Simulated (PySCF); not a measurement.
C₂H₅Zn, SMILES C[CH2][Zn] (connectivity only; charge and spin as stated), neutral, multiplicity 2. Coordinates come from a B3LYP-D3(BJ)/def2-SVP optimisation. The multiplicity is an assumed one; other spin states were not compared. The isomer is the one that the SMILES or the coordinates give; other isomers of the formula were not compared.

Level of theory: PySCF with B3LYP-D3(BJ)/def2-SVP.

Harmonic wavenumbers (cm⁻¹): 178, 216, 327, 579, 885, 911, 1021, 1100, 1226, 1389, 1436, 1467, 1471, 2994, 3039, 3064, 3091, 3111. Rotational constants (GHz): 29.96, 3.514, 3.276; symmetry number 1.

Problem. Work out the zero-point energy and the ideal-gas rigid-rotor harmonic-oscillator thermochemistry at 298.15 K and 1 atm.

Solution. ZPE = ½ Σ hcν = ½ × 27505 cm⁻¹ = 39.32 kcal/mol. H − E(el) = 42.88 kcal/mol. Entropy in cal/(mol K): translation 39.55, rotation 24.35, vibration 6.64, spin 1.38, total 71.91. G − E(el) = 21.44 kcal/mol. Cp = 16.53 cal/(mol K).
